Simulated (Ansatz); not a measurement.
A nudged elastic band was laid between two geometries of H$_{5}$InO$_{2}$SSi (10 atoms, charge 0, multiplicity 1).

These are results of Ansatz 0.2.0, RKS CAM-B3LYP/def2-SVP, not measurements.

```json
{
  "movable images": "7",
  "climbing image": "yes",
  "spring": "5.0 eV/Å²",
  "optimiser": "quadratic models (default)",
  "start path": "IDPP",
  "force threshold": "0.05 eV/Å",
  "iteration limit": "54",
  "end points": "relaxed"
}
```

Image 0:

```xyz
10
Properties=species:S:1:pos:R:3
O -1.810 2.158 1.604
In -0.247 1.249 0.809
S 1.989 2.026 0.974
O -0.684 -0.426 -0.170
Si 0.048 -1.628 -1.018
H -2.634 1.685 1.427
H 2.461 0.984 0.255
H -0.473 -1.686 -2.413
H -0.180 -2.951 -0.371
H 1.530 -1.410 -1.095
```

Image 8:

```xyz
10
Properties=species:S:1:pos:R:3
O -1.617 2.210 1.120
In -0.130 0.952 0.775
S 1.920 1.055 1.967
O -0.492 -0.384 -0.643
Si 0.149 -1.681 -1.427
H -2.382 2.041 0.554
H 1.500 2.105 2.706
H -0.565 -1.886 -2.718
H 0.017 -2.927 -0.614
H 1.601 -1.485 -1.721
```

(1) What changes between the two ends?

(2) What energy profile does the band end with?

(3) What is the geometry of the highest image?

(4) What are the harmonic wavenumbers there?

## Answers

(1) No bond is made or broken. The dihedral O4–In2–S3–H7 goes from 0 to -180°.

(2) The run converged. The highest image is number 4 of 0 to 8, 0.130 eV above the first end and 0.139 eV above the last; the last end lies 0.008 eV below the first. A vibrational analysis at the climbing image gives one clearly imaginary mode, 196i cm⁻¹: a first-order saddle point.

```csv
image,path coordinate (Å),energy (eV),dihedral O4–In2–S3–H7 (°)
0,0.00,0.000,0
1,0.65,0.003,1
2,1.29,0.021,-13
3,1.94,0.088,-50
4,2.58,0.130,-88
5,3.11,0.098,-121
6,3.63,0.029,-152
7,4.16,-0.008,-176
8,4.68,-0.008,-180
```

(3) 
```xyz
10
Properties=species:S:1:pos:R:3:forces:R:3
O -1.560 1.925 1.813 0.00 0.00 0.00
In -0.039 1.077 0.880 0.00 0.00 0.00
S 2.255 1.636 1.265 0.00 0.00 0.00
O -0.640 -0.286 -0.431 0.00 0.00 0.00
Si -0.118 -1.381 -1.544 0.00 0.00 0.00
H -2.410 1.565 1.524 0.00 0.00 0.00
H 2.375 0.671 2.203 0.00 0.00 0.00
H -0.963 -1.305 -2.769 0.00 0.00 0.00
H -0.202 -2.768 -1.001 0.00 0.00 0.00
H 1.302 -1.132 -1.941 0.00 0.00 0.00
```

(4) 196i, 10i, 50, 52, 109, 123, 145, 336, 354, 438, 635, 688, 744, 748, 821, 967, 972, 1009, 1026, 2217, 2229, 2244, 2706, 3858 cm⁻¹.

The run took 6.5 min on 2 threads of Arm Neoverse V2 (shared host), peak memory 0.37 GiB.
